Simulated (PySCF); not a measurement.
How methods differ on the excitation energy of Fe

Fe [Ar] 3d6 4s2 (5D) → Fe [Ar] 3d7 4s1, s spin flipped, as a difference of total energies. Computed with PySCF 2.14 in def2-QZVPPD (11s6p5d4f2g, 100 functions), with the non-relativistic Hamiltonian (point nucleus). Correlated levels: valence: [Ar] frozen; valence and next inner shell: [Ne] frozen. The calculations carry no spin-orbit coupling.

```csv
method,excitation energy (eV)
UHF,2.265
LDA,0.460
PBE,0.417
PBE0,0.803
TPSSh,0.463
wB97X,0.803
LC-wPBE,0.370
BHandHLYP,1.171
MP2 (valence),0.995
SCS-MP2 (valence),0.863
MP2 (valence and next inner shell),0.696
SCS-MP2 (valence and next inner shell),0.737
```

**Question.** How much does correlation contribute at MP2 (valence and next inner shell)?

**Answer.** 0.696 − (2.265) = -1.569 eV, measured against UHF.

The upper determinant mixes two multiplicities, so it lies between the two terms.
